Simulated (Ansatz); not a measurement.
Harmonic frequencies (cm⁻¹) at PBE0-D4/def2-TZVP from Ansatz: 140, 222, 303, 363, 432, 486, 578, 695, 736, 757, 909, 969, 1072, 1576, 1940, 2278, 3622, 3722.

Each molecule was computed in one conformer, which needn't be the lowest.

Q: Which molecule is it?
A. `O=C=N[SiH2]O`
B. `N[SiH]1OC1=O`
C. `OC1=N[SiH]1O`
D. `N=C1O[SiH]1O`

A: B.
